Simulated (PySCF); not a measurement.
Several species in one continuum solvent.

Level: PBE0/pcSseg-1 in PySCF, non-relativistic, each on one gas-phase PBE0-D3(BJ)/def2-SVP geometry that isn't relaxed in the solvent. The solvent is an IEF-PCM continuum (cavity from Bondi-type radii × 1.2). The model holds no explicit solvent molecules, cavitation or dispersion.

**Question.** Order them by E(solvent) − E(gas) in chloroform (ε = 4.711), most negative first (kcal/mol).
A. `[OH:1][SiH:2]1[O:3][CH2:4][CH2:5][CH2:6][O:7]1` with H–O1–Si2–O3 58°, O1–Si2–O3–C4 -145°, Si2–O3–C4–C5 43°, O3–C4–C5–C6 -58°, C4–C5–C6–O7 58°
B. `[OH:1][SiH2:2][C:3]([F:4])([F:5])[F:6]` with H–O1–Si2–C3 66°
C. `C1=CC2=C(C=CS2)O1`

**Answer.** A (-5.2), B (-3.7), C (-2.9).

| SMILES | charge | ΔE (kcal/mol) | polarisation term (kcal/mol) | HOMO shift (eV) | dipole gas (D) | dipole solvent (D) | atoms |
| --- | --- | --- | --- | --- | --- | --- | --- |
| O[SiH]1OCCCO1 | 0 | -5.2 | -5.7 | +0.05 | 3.08 | 3.64 | 15 |
| O[SiH2]C(F)(F)F | 0 | -3.7 | -3.9 | +0.13 | 2.01 | 2.26 | 9 |
| c1cc2sccc2o1 | 0 | -2.9 | -3.1 | -0.01 | 0.24 | 0.27 | 12 |

The polarisation term is half the interaction of the solute with the induced surface charges.
